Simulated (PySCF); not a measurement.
**Correlation energy of I (iodine, neutral)**

[Kr] 4d10 5s1 5p5 5d1, one real determinant (an excited configuration). Calculation: PySCF 2.14, in aug-cc-pwCVTZ-DK3 (10s9p7d4f1g, 109 functions); scalar relativity by spin-free X2C-1e. Frozen: [Kr] 4d10; 7 electrons correlated.

MP2 pair energies summed by pair of shells (mhartree):

```tsv
pair	energy	share (%)
5p-5p	-102.50	70.3
5p-5d	-27.68	19.0
5s-5p	-14.83	10.2
5s-5d	-0.76	0.5
```

Total MP2 correlation energy: -145.76 mhartree.

Same-spin part -28.81 and opposite-spin part -116.95 mhartree; SCS-MP2 scales them by 1/3 and 6/5 to -149.94 mhartree.

The reference is one real determinant that mixes LS terms of this configuration.
